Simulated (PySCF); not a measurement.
**Relaxation of singlet SbSF3**

These are results of PBE0/[Sb def2-SVP with ECP28, S def2-SVP, F def2-SVP], scalar-relativistic core potentials, density fitting, no spin–orbit coupling, PySCF, not measurements. A (50,194) grid was used.

A hand-made see-saw (ligand arrangement 2) start, of Cs symmetry, held to at least that symmetry:

Coordinates in bohr (charge 0 multiplicity 1):
```
Sb    0.0000    0.3034   -0.5170
S     0.0000   -3.9700   -0.1433
F     0.0000    4.1437   -0.1810
F     3.0377    0.3034    1.8563
F    -3.0377    0.3034    1.8563
```

(1) What forces act on the atoms at the start (eV/Å)?

(2) What does it relax to?

(3) How much energy is released, and in how many steps?

Results:

(1) 
```
atom     Fx     Fy     Fz
 Sb1   0.00   1.87   5.45
  S2   0.00  -0.91  -1.33
  F3   0.00  -2.29  -0.95
  F4  -1.72   0.66  -1.58
  F5   1.72   0.66  -1.58
```

(2) It ends at C3v with Sb–F 1.898 Å (×3), Sb–S 2.195 Å; F–Sb–F 95.9° (×3), F–Sb–S 121.0° (×3) (after a last refinement on a finer grid). The frequency run here used a shortcut that can spoil soft modes, so no verdict on minimum or saddle point is given. Other isomers or separated fragments may lie lower.

(3) 242.0 kJ/mol in 9 steps.

The relaxation took 2 min on 2 threads of a shared Intel Xeon @ 2.50GHz (Skylake/Cascade Lake) host, with 86 basis functions and 10 gradients; the process peaked at 0.69 GiB.
